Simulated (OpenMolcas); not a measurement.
Te: the spin-orbit constant, Slater's ratio, worked from levels

```
Program             : OpenMolcas
Basis               : ANO-RCC-VTZP [7s6p4d2f1g]
Scalar Hamiltonian  : DKH2, point nucleus
Active space        : 6 electrons in 8 orbitals (5s 5p 6s 6p)
State averaging     : 2S+1 = 3 even, 3 roots; 2S+1 = 1 even, 6 roots; 2S+1 = 3 odd, 3 roots (0 in the spin-orbit step)
Spin-orbit coupling : RASSI with atomic mean-field integrals over the reference wave functions, term energies averaged over their components
```

Methods: CASSCF; SS-CASPT2, IPEA 0.25 Eh, imaginary shift 0.1 Eh (closed shells correlated: 4d). Measured levels: NIST Handbook of Basic Atomic Spectroscopic Data.

**The spin-orbit constant.** For the Hund term 3P of p4, E(J) = (A/2) J(J+1) + constant and ζ = -2S·A = -2A. From J = 0 to J = 2 the energy changes by 3 A.

```tsv
Source	E(2) - E(0)	A	ζ
CASSCF	-4197.9	-1399.3	2799
SS-CASPT2	-4493.8	-1497.9	2996
measured	-4706.5	-1568.8	3138
```

All in cm-1. SS-CASPT2 is off by -4.5 % and CASSCF by -10.8 %. Both methods take the spin-orbit matrix elements from the reference wave functions, so the second can move ζ only through the term energies and any multistate remixing. Second-order mixing with other terms is absorbed into this ζ.

**Slater's ratio.** With one set of orbitals, p4 has 1D - 3P = 6 F2 and 1S - 1D = 9 F2 (F2 = F²/25), a ratio of 3/2. Term energies are centres of gravity, weighted by 2J + 1.

```csv
Source,1D - 3P,1S - 3P,F2 from the first,Ratio
CASSCF,10337,19770,1723,0.913
SS-CASPT2,9052,22272,1509,1.460
measured,8451,21092,1408,1.496
```

Energies in cm-1. A ratio away from 3/2 shows effects beyond one configuration with one set of orbitals, and in heavier atoms second-order spin-orbit shifts. In CASSCF the valence s occupation is 1.94 in 1S against 2.00 in 1D: mixing out of s² acts most on 1S and pulls it down.

CASPT2 breaks the degeneracy within a term, and the mean is taken; among the terms shown or strongly mixed into the levels shown the widest spread is 66 cm-1 (5s2 5p4 1D, SS-CASPT2). Some high roots are left out of the spin-orbit mixing, which shifts the levels that they would mix with. Active for correlation alone: 6p 6s; no level in the range computed is led by a configuration that fills them, so any true level of that kind is missing. Computed and measured levels are paired by configuration, term and J; levels that our copy of the source lacks, or whose pairing is in doubt (as where it misses far off the trend of its configuration), stay unpaired and out of the deviations. Only configurations of the active space appear.
